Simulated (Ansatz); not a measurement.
System: GeHSI, charge 0, singlet. GeHSI (SMILES [SH][Ge][I]).
B3LYP-D3(BJ)/def2-TZVP minimum from Ansatz (a quantum-chemistry and plane-wave program):
```
Ge
S 1 2.2512
H 2 1.3474 1 93.51
I 1 2.5903 2 96.45 3 -180.00
```

Total energies in def2-TZVPP, 18 correlated electrons, 28 frozen orbitals. UHF or UKS for unpaired electrons; spin-orbit terms are left out. Correlated methods leave the cores frozen (noble-gas shells, and filled d and f shells in the p block). Past Kr the def2 sets carry scalar-relativistic core potentials. Spin-orbit terms, left out, reach several kcal/mol for Br and I, and more for heavier atoms.

| method | program | energy (Eh) | minus CCSDT(Q) (mEh) |
|---|---|---|---|
| HF | Ansatz | -2770.22519 | 469.02 |
| MP2 | Ansatz | -2770.63056 | 63.65 |
| CCSD | Ansatz | -2770.66885 | 25.36 |
| CCSD(T) | Ansatz | -2770.69134 | 2.87 |
| CCSDT(Q) | Ansatz | -2770.69421 | 0.00 |

Rough core times of Ansatz's runs on a shared machine: CCSD(T) under 20 s, CCSDT(Q) 50 min.
